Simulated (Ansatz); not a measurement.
Compare A (`CS[SiH](F)S`) with its isomer B (`C[Si](F)(S)S`).

Isolated molecules relaxed with PBE0-D4/def2-TZVP in Ansatz; ΔE leaves out vibrations. CCSD(T)/CBS adds triple-zeta CCSD(T) − MP2 to the extrapolated MP2 energy (def2 sets, frozen cores). Functionals use def2-TZVPP. B3LYP here is the variant with VWN-RPA as its local correlation; programs differ in this. Each species was taken in one conformer, which may not be the lowest.

Which is lower in electronic energy at CCSD(T)/CBS, and by how much? (Best estimate.)

Ansatz gave: B, by 15.8 kcal/mol.

Give E(B) − E(A) in kcal/mol with ωB97M-V, CCSD/def2-TZVPP, HF/def2-TZVPP, PBE0-D4, B3LYP-D4, B3LYP, MP2/def2-TZVPP. (Best estimate.)

Ansatz gave: ωB97M-V -16.4, CCSD/def2-TZVPP -16.3, HF/def2-TZVPP -15.2, PBE0-D4 -15.8, B3LYP-D4 -15.4, B3LYP -15.2, MP2/def2-TZVPP -16.3. None reverses the order clearly.

Largest T1 diagnostic: 0.011.

In def2-TZVPP, CCSD(T) changes the Hartree–Fock value by −1.0 kcal/mol (the triples alone add +0.2 kcal/mol) and MP2 by −1.2 kcal/mol.
